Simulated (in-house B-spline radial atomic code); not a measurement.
Configurations of Zr²⁺, with energies counted from [Kr] 4d2. Method: scalar-relativistic (X2C) B3LYP, spin-polarised, spherical fractional occupations, exact exchange averaged over the configuration, Fermi nucleus of rms radius 4.2694 fm. Calculated with an all-electron radial atomic-structure program (B-spline basis). Shells without spins written out take the highest spin.

Occupations are held fixed; configurations that lie above the ionisation limit could autoionise.

```
            configuration  E - E(ref) (eV)  highest orbital  its <r> (bohr)
             [Kr] 4d1 5s1           1.8282            5s up           3.076
             [Kr] 4d1 5f1           17.459            5f up           9.076
[Ar] 3d10 4s2 4p5 4d2 4f1           44.385            4f up            5.04
 [Ar] 3d9 4s2 4p6 4d2 5s1           183.29            5s up           2.975
 [Ar] 3d9 4s2 4p6 4d2 5f1           199.68            5f up            8.88
```

Question: Order these further configurations by energy, lowest first.
A. [Kr] 4d1 4f1
B. [Ar] 3d10 4s2 4p5 4d2 5p1
C. [Kr] 4d1 5p1
D. [Ar] 3d10 4s2 4p5 4d2 5f1
E. [Ar] 3d10 4s2 4p5 4d2 5s1

Answer: C (6.594 eV), A (14.775 eV), E (31.006 eV), B (35.962 eV), D (47.106 eV).
